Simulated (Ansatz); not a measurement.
The cluster Li₅Te₃. The state is a doublet with charge 0. Geometry PBE-D4/def2-SVP; atoms count from 1.

Cartesian coordinates in Å:
```
Li -0.925 -1.465 -1.874
Li 1.582 -0.089 -1.554
Li 0.780 -1.148 1.396
Li 0.239 2.481 0.635
Li -1.946 0.603 0.951
Te -0.816 1.171 -1.443
Te 1.164 -2.521 -0.805
Te -0.078 0.967 2.694
```

In the def2 sets Te takes a core potential; there is no spin–orbit coupling. Another isomer (doublet) lies 0.65 eV lower at PBE0-D4/def2-TZVP; other spin states weren't run for this one.

Q: Estimate the Mulliken populations from the PBE0/def2-TZVP orbitals of Ansatz.

A: 
```
atom  charge (e)  spin (α − β)
 Li1        0.58         -0.02
 Li2        0.56         -0.02
 Li3        0.62          0.01
 Li4        0.59         -0.02
 Li5        0.56         -0.02
 Te6       -0.98          0.46
 Te7       -0.97          0.29
 Te8       -0.96          0.33
```
Mulliken values and Mayer orders depend strongly on the basis.

Q: Where does the spin sit?

A: Summed by element: Li -0.08, Te 1.08, of 1 unpaired in all. Largest on single atoms: Te6 0.46, Te8 0.33, Te7 0.29.

Q: And the Mayer bond orders between bonded heavy atoms (over 0.3)?

A: Li1–Te7 0.45 (2.57 Å); Li2–Te7 0.48 (2.58 Å); Li3–Te7 0.34 (2.62 Å); Li3–Te8 0.33 (2.63 Å); Li4–Te8 0.44 (2.57 Å); Li5–Te8 0.47 (2.58 Å).
